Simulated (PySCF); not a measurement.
Species: C3H8AlBr.
Bonds: C1–C2, C2–C3, C2–Al4, Al4–Br5. Hydrogens: H6, H7, H8 on C1; H9 on C2; H10, H11, H12 on C3; H13 on Al4.

The calculation used PBE0-D3(BJ)/def2-SVP geometry optimisation, gas phase in PySCF 2.14.0.

How far are the bound atoms from Al4?

3 atoms: H13 1.584 Å, C2 1.965 Å, Br5 2.269 Å. The nearest atom not counted as bound is H9, at 2.53 Å.

List the angles at Al4.

| angle | degrees | distance of the outer atoms (Å) |
| --- | --- | --- |
| C2–Al4–H13 | 129.0 | 3.21 |
| Br5–Al4–H13 | 116.3 | 3.29 |
| C2–Al4–Br5 | 114.7 | 3.57 |

What is the shape at Al4?

Planar: angles 129.0°, 116.3° and 114.7°, sum 360.0°, 0.00 Å off the plane of its three neighbours.

What are the other bond lengths?

C1–C2, C2–C3 1.532 Å; C1–H6 and 5 like bonds 1.104 Å; C2–H9 1.106 Å.

Give some angles away from the centre.

C1–C2–C3 111.1°, C1–C2–Al4 110.3°, C3–C2–Al4 110.5°.

Point group: near Cs, missed by 0.18 Å at most; the miss may be what the optimiser left on a soft mode. Charge 0, singlet. Whether it is a minimum is left open (no frequencies).

Shape of the structure used: `[CH3:1][CH:2]([CH3:3])[AlH:4][Br:5]`: C1–C2–Al4–Br5 64°.

One conformer stands for the species.
